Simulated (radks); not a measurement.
The numbers below are computed, except where a source is named.
Question: The mean radii <r> (bohr) of the occupied orbitals of an atom or ion are listed with their occupations. Level of theory: non-relativistic Kohn-Sham, TPSS, spin-unpolarised, spherical densities, point nucleus; meta-GGA in the generalised Kohn-Sham scheme (a radial shooting solver on a logarithmic mesh with Libxc functionals).

orbital  occ.      <r>
1s          2  0.02981
2s          2   0.1286
2p          6   0.1097
3s          2   0.3435
3p          6   0.3345
3d         10   0.3056
4s          2   0.8212
4p          6   0.8650
4d         10    1.013
5s          2    2.113
4f          1    4.997

Name the element and its charge.

Answer: Z = 51, antimony, charge +2: Sb2+ in [Kr] 4d10 5s2 4f1. The 1s radius gives Z: for a bare nucleus <r> = 1.5/Z, 0.02941 bohr for Z = 51, and screening makes it slightly larger (0.02981 here). The occupations add up to 49, and the charge is Z minus that.
